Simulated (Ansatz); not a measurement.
Consider the formal exchange of groups at the As–C bond: `C[As]([SiH3])C(C)(C)C` + CH₄ → `C[As](C)[SiH3]` + `CC(C)C`.

Program: Ansatz. Geometries: PBE0-D4/def2-TZVP. ΔE: electronic, gas phase. CCSD(T)/CBS is the MP2 limit (def2-TZVPP, def2-QZVPP) plus CCSD(T) − MP2 in def2-TZVPP, frozen cores. This one scheme is used for every species. Functionals use def2-TZVPP. B3LYP here is the variant with VWN-RPA as its local correlation; programs differ in this. For As outer-core shells are correlated without core-valence functions, which leaves a few kJ/mol of doubt a bond. Scalar relativity is left out up to krypton.

`C[As]([SiH3])C(C)(C)C`:

```xyz
22

C     0.799    0.311    2.249
As   -0.529    0.969    0.944
Si   -2.125   -0.717    1.368
C     0.262    0.292   -0.781
C     0.507   -1.206   -0.805
C    -0.720    0.682   -1.878
C     1.575    1.039   -0.973
H     1.055   -0.739    2.104
H     1.699    0.922    2.174
H     0.384    0.439    3.250
H    -2.881   -0.335    2.592
H    -3.087   -0.823    0.238
H    -1.520   -2.059    1.602
H     1.161   -1.531    0.007
H     0.994   -1.488   -1.747
H    -0.423   -1.775   -0.739
H    -0.905    1.759   -1.886
H    -0.315    0.405   -2.858
H    -1.681    0.174   -1.762
H     2.005    0.791   -1.950
H     1.432    2.123   -0.936
H     2.312    0.767   -0.213
```

CH₄:

Cartesian coordinates in Å:
```
C 0.000 0.000 0.000
H -0.830 0.541 0.454
H -0.386 -0.844 -0.571
H 0.667 -0.365 0.781
H 0.549 0.668 -0.664
```

`C[As](C)[SiH3]`:

Cartesian coordinates in Å:
```
C 0.744 1.350 -0.887
As 0.910 0.142 0.667
C -0.854 0.513 1.474
Si 0.243 -1.810 -0.477
H 1.557 1.151 -1.586
H -0.212 1.230 -1.398
H 0.837 2.378 -0.533
H -1.658 0.473 0.737
H -1.049 -0.213 2.264
H -0.824 1.508 1.920
H 0.013 -2.913 0.494
H -1.016 -1.582 -1.244
H 1.308 -2.227 -1.429
```

`CC(C)C`:

```xyz
14

C     0.984   -0.903   -0.563
C    -0.264   -0.075   -0.297
C     0.054    1.413   -0.316
C    -0.913   -0.475    1.020
H     0.758   -1.972   -0.580
H     1.440   -0.640   -1.521
H     1.732   -0.734    0.219
H    -0.982   -0.277   -1.102
H     0.770    1.664    0.473
H    -0.843    2.016   -0.154
H     0.494    1.715   -1.271
H    -1.827    0.095    1.204
H    -0.232   -0.290    1.857
H    -1.171   -1.537    1.031
```

```csv
level,ΔE (kJ/mol)
B3LYP-D4,6.2
BHLYP-D4,3.4
```

Question: What does CCSD(T)/CBS give? (An estimate is asked.)

Answer: Computed: +10.2 kJ/mol. The listed levels differ from it by -4.0, -6.8 kJ/mol.

Largest T1 diagnostic among the species: 0.011.

In def2-TZVPP, CCSD(T) changes the Hartree–Fock value by +35.7 kJ/mol (the triples alone add +6.4 kJ/mol) and MP2 by +43.6 kJ/mol. Leaving LDA and LC-ωPBE aside and taking each functional with its dispersion term where it has one, the values, not all of them listed here, spread over 15.3 kJ/mol, from B2PLYP to revPBE-D4. LDA lies +19.0 kJ/mol from PBE without D4.

CCSD(T)/CBS has its own doubt, a few kJ/mol and more with outer-core shells, so smaller differences from it don't rank the levels.
